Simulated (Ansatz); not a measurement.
Relaxation of F₂HOSi (5 atoms, charge 0, multiplicity 2), to a largest force component of 0.02 eV/Å in at most 40 steps.

The calculation used Ansatz, UKS PBE0-D4/def2-SVP.

```xyz
5
Properties=species:S:1:pos:R:3
O -0.738 0.169 1.499
Si 0.018 0.024 -0.016
F 0.878 -1.405 -0.015
F -1.040 -0.018 -1.264
H 0.931 1.157 -0.246
```

Where does it end, and by what steps?

The run converged. After 5 steps the energy has fallen by 0.133 eV; O1 moved furthest, 0.08 Å.

| step | energy less start (eV) | largest force component (eV/Å) | accepted |
| --- | --- | --- | --- |
| 0 | 0.0000 | 1.654 | yes |
| 1 | -0.0893 | 1.059 | yes |
| 2 | -0.1295 | 0.201 | yes |
| 3 | -0.1320 | 0.129 | yes |
| 4 | -0.1332 | 0.056 | yes |
| 5 | -0.1333 | 0.005 | yes |

```xyz
5
Properties=species:S:1:pos:R:3
O -0.716 0.226 1.444
Si 0.033 0.000 -0.029
F 0.841 -1.384 -0.069
F -1.034 -0.082 -1.222
H 0.926 1.166 -0.164
```

Whether the end is a true minimum wasn't checked by a vibrational analysis.

Time of the run: 31 s on 1 thread of Intel(R) Xeon(R) 6975P-C (Granite Rapids), on a shared host, peak memory 0.18 GiB.
